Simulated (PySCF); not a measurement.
PySCF job for CH4MgOS, SMILES C[O][Mg][SH], B3LYP/pcJ-1. Geometry optimised at B3LYP-D3(BJ)/def2-SVP. One conformer was computed; it need not be the lowest.

```python
import numpy as np
from pyscf import gto, scf, dft
from pyscf.prop.ssc import rks as ssc

mol = gto.M(
    atom='''
    Mg    0.00723767    0.06406334    0.07492391
    O     0.20682066   -0.98731290   -1.33310177
    C     0.36461626   -1.80535616   -2.43478212
    H    -0.14725442   -1.39901643   -3.33095610
    H     1.43221756   -1.93532502   -2.70583436
    H    -0.04826193   -2.82005453   -2.26114794
    S    -0.22978743    1.44422664    1.90721637
    H    -1.48921733    1.00864974    2.15689660
    ''',
    basis='pcJ-1',
    charge=0,
    spin=0,
    max_memory=1600,
    verbose=3,
)
mf = dft.RKS(mol, xc='b3lyp')
mf.grids.level = 3
mf.conv_tol = 1e-10
mf.max_cycle = 100
mf.kernel()
j = ssc.SSC(mf)
j.with_fcsd = True
j.max_cycle_cphf = 80
j.conv_tol = 1e-7
e11 = j.kernel()
```

Program output:

```
converged SCF energy = -709.175867103977
Reduced spin-spin coupling constant K (Hz)
               #0        #1        #2        #3        #4
        0 Mg   0.00000
        1 O   99.65362   0.00000
        2 C    6.92381  -9.43461   0.00000
        3 H    0.04860   1.12072  18.13718   0.00000
        4 H    0.06971   1.10330  18.14568  -0.34108   0.00000
        5 H    0.06605   1.11552  18.12423  -0.33864  -0.34414
        6 S  -18.03412  -3.97636  -0.14077   0.01488  -0.01937
        7 H   -1.52738  -0.11044  -0.01859  -0.00741  -0.00625
               #5        #6        #7
        5 H    0.00000
        6 S   -0.00056   0.00000
        7 H   -0.00356   6.43795   0.00000
Spin-spin coupling constant J (Hz)
               #0        #1        #2        #3        #4
        0 Mg   0.00000
        1 O   25.83090   0.00000
        2 C   -3.32829  10.04009   0.00000
        3 H   -0.09289  -4.74206 142.32095   0.00000
        4 H   -0.13324  -4.66835 142.38759 -10.64171   0.00000
        5 H   -0.12625  -4.72005 142.21932 -10.56556 -10.73730
        6 S    2.64864   1.29286  -0.08488   0.03567  -0.04643
        7 H    2.91929   0.46731  -0.14591  -0.23124  -0.19514
               #5        #6        #7
        5 H    0.00000
        6 S   -0.00134   0.00000
        7 H   -0.11116  15.43471   0.00000
```

Self-consistency was reached.
